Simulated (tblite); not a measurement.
Run record: tight-binding relaxation, `[SiH2](CF)N[Si@H](C(C)C)F`.

Computed with GFN2-xTB geometry optimisation, gas phase (tblite 0.8.0). Start geometry: from a force field or distance geometry. The input is one job of a driver script: a line of settings, then coordinates in Å.

Command:
```bash
OMP_NUM_THREADS=1 python probes_run.py task.json out
```

Input:
```
{"job": {"kind": "relax", "xc": "GFN2-xTB", "basis": "xTB"}, "charge": 0, "multiplicity": 1}
C     -2.691700    -1.190600     0.511500
C     -1.859300    -0.184900    -0.235300
C     -2.506300     1.149500    -0.403800
Si    -0.177100     0.081800     0.552900
F      0.009100     1.724800     0.886800
N      1.022200    -0.544100    -0.589800
Si     2.520400     0.418100    -0.668300
C      3.913500    -0.318700     0.353200
F      3.803600    -1.709000     0.440900
H     -3.753500    -1.049400     0.153200
H     -2.428700    -2.241600     0.257200
H     -2.732900    -1.051500     1.602700
H     -1.710700    -0.601900    -1.244500
H     -3.612100     1.021100    -0.536100
H     -2.280200     1.846400     0.432000
H     -2.147500     1.562500    -1.369100
H     -0.123500    -0.601000     1.869900
H      0.585900    -0.493800    -1.542700
H      2.328600     1.833300    -0.353700
H      2.987000     0.356200    -2.064900
H      4.850200    -0.109800    -0.204700
H      3.992800     0.121900     1.350300
```

Output:
```
step      E/eV     max force
  0    -846.55720    1.956
  1    -846.80278    1.344
  2    -846.91636    0.822
  3    -846.97994    0.671
  4    -847.04427    0.625
  5    -847.08566    0.444
  6    -847.12035    0.505
  7    -847.14921    0.482
  8    -847.17122    0.418
  9    -847.18814    0.326
... (164 lines left out)
174    -847.50395    0.021
175    -847.50404    0.023
176    -847.50413    0.028
177    -847.50422    0.027
178    -847.50431    0.019
179    -847.50437    0.018
180    -847.50443    0.017
181    -847.50449    0.016
182    -847.50454    0.013
183    -847.50456    0.009
```

«max force» is the largest atomic force in eV/Å.

Question: From which step on does the largest force stay under 0.1 eV/Å, and how much energy is left to gain from there?

Answer: From step 150 (0.064 eV/Å), 9.7 meV above the end.

Summary of the converged run: energy lowered by 21.8 kcal/mol over 183 steps; largest atomic force 0.009 eV/Å at the end.

Question: Give the final coordinates.

Answer: 0.750 Å rms from the input after alignment:
```
atom  x, y, z in Å
C1    -2.7139   -0.9667    0.8803
C2    -1.8408   -0.3940   -0.2341
C3    -2.3016    1.0233   -0.5769
Si4   -0.0083   -0.4460    0.2718
F5     0.1963    0.5475    1.5346
N6     0.9641    0.1968   -1.0064
Si7    2.6178    0.7041   -0.9796
C8     3.4245   -0.1276    0.5380
F9     3.3102   -1.5028    0.4494
H10   -3.7652   -0.9451    0.5952
H11   -2.4391   -1.9962    1.0965
H12   -2.5961   -0.3835    1.7908
H13   -1.9857   -1.0188   -1.1217
H14   -3.3494    1.0216   -0.8762
H15   -2.1965    1.6730    0.2890
H16   -1.7149    1.4435   -1.3914
H17    0.4490   -1.7351    0.7602
H18    0.5059    0.2919   -1.8975
H19    2.7547    2.1543   -0.8000
H20    3.2463    0.2355   -2.2160
H21    4.4929    0.0837    0.6194
H22    2.9393    0.1602    1.4721
```

Hardware: one thread of an Arm Neoverse N1, on a shared host. Cost: 3.2 s wall.
Labels such as C1 count atoms from 1, the log's own numbers from 0.
